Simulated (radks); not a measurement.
All-electron atom: Ar in [Ar].

Method: non-relativistic Kohn-Sham, exchange-only B88, spin-polarised, spherical densities, point nucleus; computed with a radial shooting solver on a logarithmic mesh with Libxc functionals.

Energy parts (hartree):
part                   energy
total              -526.79978
kinetic             526.79978
electron-nucleus  -1254.90083
Hartree             231.42326
exchange            -30.12199

Orbitals (lengths in bohr, moments of r in powers of bohr; r(max) is where P^2 peaks):
orbital  occ.  eigenvalue (hartree)      <r^4>   r(max)
1s          2             -114.1890  0.0002561  0.05653
2s          2             -10.79109    0.07597   0.3407
2p          6              -8.41069    0.06634   0.2814
3s          2              -0.84586      9.363    1.179
3p          6              -0.34177      23.53    1.290

The highest occupied level is 3p at -9.300 eV. Summed over all electrons, <r^2> = 26.62 bohr^2, which gives a Langevin (diamagnetic) susceptibility term of -21.1 x 10^-6 cm^3/mol. The electron density at the nucleus is 3847 e/bohr^3. Virial ratio -V/T = 2.00000.
